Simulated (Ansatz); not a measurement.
One change: `CB/C=C/O` becomes `CO/C=C/O`.

Ansatz, PBE0-D4/def2-TZVP geometries, multiplicity 1. Each molecule was computed in one conformer, which needn't be the lowest.

```json
{"property": "LUMO energy (PBE0/def2-TZVPP) / eV", "`CB/C=C/O`": "-1.13"}
{"property": "LUMO energy (PBE/def2-TZVPP) / eV", "`CB/C=C/O`": "-2.06"}
{"property": "HOMO–LUMO gap (PBE0/def2-TZVPP) / eV", "`CB/C=C/O`": "6.11"}
{"property": "HOMO–LUMO gap (PBE/def2-TZVPP) / eV", "`CB/C=C/O`": "4.09"}
{"property": "HOMO energy (ωB97M-V/def2-TZVPP) / eV", "`CB/C=C/O`": "-9.41"}
{"property": "LUMO energy (B3LYP/def2-TZVPP) / eV", "`CB/C=C/O`": "-1.34"}
```

Question: What does the change do to each property? (Estimate.)

Answer: Ansatz gave: 
```json
{"property": "LUMO energy (PBE0/def2-TZVPP) / eV", "`CO/C=C/O`": "0.99", "shift": "2.12"}
{"property": "LUMO energy (PBE/def2-TZVPP) / eV", "`CO/C=C/O`": "0.09", "shift": "2.15"}
{"property": "HOMO–LUMO gap (PBE0/def2-TZVPP) / eV", "`CO/C=C/O`": "7.00", "shift": "0.89"}
{"property": "HOMO–LUMO gap (PBE/def2-TZVPP) / eV", "`CO/C=C/O`": "4.85", "shift": "0.76"}
{"property": "HOMO energy (ωB97M-V/def2-TZVPP) / eV", "`CO/C=C/O`": "-8.27", "shift": "1.14"}
{"property": "LUMO energy (B3LYP/def2-TZVPP) / eV", "`CO/C=C/O`": "0.59", "shift": "1.93"}
```

With PBE0 the HOMO rises by 1.23 eV and the LUMO rises by 2.12 eV, so the gap widens by about 0.89 eV. PBE moves the HOMO by 1.38 eV and ωB97M-V by 1.14 eV.

B3LYP here is the variant with VWN-RPA as its local correlation; programs differ in this.
